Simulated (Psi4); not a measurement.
F2Zn (SMILES [F][Zn][F]), singlet, geometry from GFN2-xTB (such geometries of metal compounds can be far from the true shape). Base run: M06-2X/cc-pVDZ in Psi4.

Here is a job for Psi4.
```
memory 2 GB

molecule {
0 1
Zn    0.11178456    0.21961568    0.22606771
F    -0.39394830    0.70092960   -1.31061117
F     0.02133311   -1.43298187    0.55705213
}

set {
  basis cc-pvdz
}

energy('m06-2x')
print_variables()
```

Variants of this job, named by their change:

| change | ΔE vs base (mEh) | SCF cycles | grid points | basis functions | outcome |
|---|---|---|---|---|---|
| base | 0.000 | 10 | 65938 | 71 | converged |
| scf_type = pk | -0.080 | 10 | 65938 | 71 | converged |
| dft_nuclear_scheme = becke | 0.369 | 10 | 65478 | 71 | converged |
| e_convergence = 1e-8 | 0.000 | 11 | 65938 | 71 | converged |
| scf_type = dfdirj+cosx | [?] | 12 | 65938 | 71 | converged |
| dft_spherical_points = 974 | -0.108 | 10 | 211584 | 71 | converged |
| df_basis_scf = cc-pvqz-jkfit | - | - | - | 71 | input refused |
| scf_type = direct | -0.080 | 13 | 65938 | 71 | converged |
| dft_radial_scheme = becke | [?] | 10 | 58277 | 71 | converged |
| d_convergence = 1e-10 | 0.000 | 16 | 65938 | 71 | converged |
| dft_radial_points = 35 | [?] | 10 | 31125 | 71 | converged |
| guess = core | 0.000 | 13 | 65938 | 71 | converged |
| scf_initial_accelerator = ediis | 0.000 | 10 | 65938 | 71 | converged |

**Question.** What belongs in the gaps?

**Answer.** 
- scf_type = dfdirj+cosx, ΔE vs base (mEh): 7.046
- dft_radial_scheme = becke, ΔE vs base (mEh): 1.719
- dft_radial_points = 35, ΔE vs base (mEh): 35.367

- df_basis_scf = cc-pvqz-jkfit: ended with `psi4.driver.qcdb.exceptions.BasisSetNotFound: BasisSet::construct: Unable to find a basis set for atom 1 for key JKFIT among:`
